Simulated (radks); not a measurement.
Question: The mean radii <r> (bohr) of the occupied orbitals of an atom or ion are listed with their occupations. Method: Dirac Kohn-Sham, PBEsol, spin-unpolarised, spherical densities, point nucleus; computed with a radial shooting solver on a logarithmic mesh with Libxc functionals.

| orbital | occ. | <r> |
|---|---|---|
| 1s1/2 | 2 | 0.09697 |
| 2s1/2 | 2 | 0.4784 |
| 2p1/2 | 2 | 0.4396 |
| 2p3/2 | 4 | 0.4418 |
| 3s1/2 | 2 | 1.521 |
| 3p1/2 | 1 | 1.659 |

Name the element and its charge. Open shells, if any, fill j = l - 1/2 first.

Answer: Z = 16, sulfur, charge +3: S3+ in [Ne] 3s2 3p1. The 1s radius gives Z: for a bare nucleus <r> = (2 gamma + 1)/(2Z) with gamma = sqrt(1 - (Z/c)^2), 0.09332 bohr for Z = 16, and screening makes it slightly larger (0.09697 here). The occupations add up to 13, and the charge is Z minus that.
